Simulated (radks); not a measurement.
Excited configurations of the iron ion Fe+: one electron is placed in a higher orbital outside [Ar] 3d6. The ground configuration is [Ar] 3d6 4s1. Method: Dirac Kohn-Sham, PBE, spin-unpolarised, spherical densities, finite nucleus; open shells fill j = l - 1/2 first; Fermi nuclear charge, rms radius 3.7377 fm; computed with a radial shooting solver on a logarithmic mesh with Libxc functionals. Excitation = E - E(ground); binding = E(ion) - E, where the ion is the core of charge +2; n* = 2/sqrt(2 binding) in atomic units, and the quantum defect is n - n*.

outer orbital,excitation (eV),binding (eV),n*,eigenvalue (eV)
4d3/2,10.357,5.841,3.052,-4.176
5p1/2,10.778,5.420,3.169,-4.209
5d3/2,12.691,3.506,3.940,-2.674
6d3/2,13.886,2.311,4.853,-1.827
6f5/2,14.535,1.662,5.722,-1.309
7s1/2,13.737,2.461,4.703,-1.990
7d3/2,14.564,1.634,5.772,-1.318
7f5/2,14.957,1.241,6.623,-0.998

The Delta-SCF ionisation energy is 16.198 eV (NIST Atomic Spectra Database: 16.199 eV, measured). Self-interaction in the functional shifts the binding energies and quantum defects, so they are the method's values and not measured ones. Spin polarisation and multiplet splitting are left out, so open shells lie too high by an amount that depends on their filling.

Beside tabulated values, note that spin-unpolarised runs miss the spin-polarisation part of the exchange energy of open shells.
